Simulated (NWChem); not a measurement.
System: CH$_{3}$ClO$_{2}$Si; SMILES O=C(O)[SiH2]Cl

```xyz
8

O     -0.6805    -2.2895    -0.3311
C      0.0290    -1.3197    -0.1590
O      1.3072    -1.3984     0.2600
Si    -0.6899     0.4286    -0.4971
Cl     0.6578     1.9624    -0.1464
H      1.5095    -2.3503     0.3812
H     -1.8541     0.5894     0.3996
H     -1.0966     0.4537    -1.9182
```
Atoms are numbered in this order, from 1.

Results from NWChem. Pople sets run with spherical d functions. Coordinates come from a B3LYP/6-31G* (spherical d) optimisation. B3LYP is NWChem's, with the RPA form of VWN correlation. Level: B3LYP/6-31G* with SMD (1 M gas to 1 M solution), gas-phase geometry. Reactions with the solvent are ignored.

Task: What does the run give for solvent toluene? Quantities: solvation free energy (kcal/mol); cavity-dispersion-structure term (kcal/mol); dipole in solution (D).

Result: 
| Property | Result |
|---|---|
| solvation free energy (kcal/mol) | -4.2 |
| cavity-dispersion-structure term (kcal/mol) | -1.9 |
| dipole in solution (D) | 0.87 |
